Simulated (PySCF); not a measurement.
## How methods differ on the excitation energy of Be

Be [He] 2s2 (1S) → Be [He] 2s1 3d1 (3D), as a difference of total energies. Calculation: PySCF 2.14, in dyall-av3z; scalar relativity by spin-free X2C-1e. Correlated levels: valence: 1s2 frozen; virtual orbitals above 40 to 60 times the deepest correlated orbital energy dropped. The calculations carry no spin-orbit coupling.

| method | excitation energy (eV) |
| --- | --- |
| UHF | 7.694 |
| LDA | 7.925 |
| PBE | 7.776 |
| PBE0 | 7.922 |
| r2SCAN | 7.823 |
| wB97X | 8.261 |
| LC-wPBE | 8.395 |
| TPSSh | 7.988 |
| B2PLYP | 8.280 |
| MP2 (valence) | 8.387 |
| SCS-MP2 (valence) | 8.613 |

Question: How much does correlation contribute at MP2 (valence)?

Answer: 8.387 − (7.694) = 0.693 eV, measured against UHF.

The promoted electron is Rydberg-like, and one or two diffuse shells describe it only roughly, which tends to raise the upper state.

In the upper state the promoted electron has a positive orbital energy at LDA, PBE, PBE0, r2SCAN, TPSSh, B2PLYP, so the basis confines it.
